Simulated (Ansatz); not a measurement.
`B[Si](Cl)(Cl)Cl` + `[OH][Al]([Cl])[Cl]` → `B[O][Al]([Cl])[Cl]` + `Cl[SiH](Cl)Cl` at 400 K and 1 bar (cleavage of the B–Si bond).

Computed with Ansatz on PBE0-D4/def2-TZVP structures; ΔE is electronic, products minus reactants. CCSD(T)/CBS is the MP2 limit (def2-TZVPP, def2-QZVPP) plus CCSD(T) − MP2 in def2-TZVPP, frozen cores. This one scheme is used for every species. One conformer a species, not always the lowest.

```tsv
species	CCSD(T)/CBS energy (Eh)	H − E (kJ/mol)	S (J/(mol·K))
`B[Si](Cl)(Cl)Cl`	-1694.53226	101.2	402.1
`[OH][Al]([Cl])[Cl]`	-1237.55309	70.3	347.5
`B[O][Al]([Cl])[Cl]`	-1262.97636	107.8	394.3
`Cl[SiH](Cl)Cl`	-1669.16736	61.5	337.8
```

H − E and S are ideal-gas, rigid-rotor, harmonic terms from PBE0-D4/def2-TZVP, for one conformer and one mirror image of each species. 1 Eh = 2625.50 kJ/mol, R = 8.31446 J/(mol·K).

Question: By hand: ΔE, ΔH, ΔS and ΔG.

Answer: ΔE = (-1262.97636) + (-1669.16736) − (-1694.53226) − (-1237.55309) = -0.05837 Eh = -153.3 kJ/mol. Δ(H − E) = 107.8 + 61.5 − 101.2 − 70.3 = -2.2, so ΔH = -155.5 kJ/mol. ΔS = 394.3 + 337.8 − 402.1 − 347.5 = -17.5 J/(mol·K). ΔG = -155.5 − 400 × (-17.5)/1000 = -148.5 kJ/mol.

Question: By hand: the equilibrium constant, and the temperature at which ΔG would vanish if ΔH and ΔS stayed fixed.

Answer: log₁₀ K = −ΔG/(RT ln 10) = 19.4. ΔG = 0 at ΔH/ΔS = 8886 K, far beyond where these terms or the molecules hold.

ΔH outweighs TΔS. A doubt of 5 kJ/mol in ΔE shifts log₁₀ K by 0.7 here. Other conformers and mirror images would add mixing entropy, several J/(mol·K) or more a flexible species. These are equilibria of isolated gas molecules and say nothing of rates. Largest T1 diagnostic: 0.011 (customary marks: 0.02 for closed shells, 0.045 for open ones).
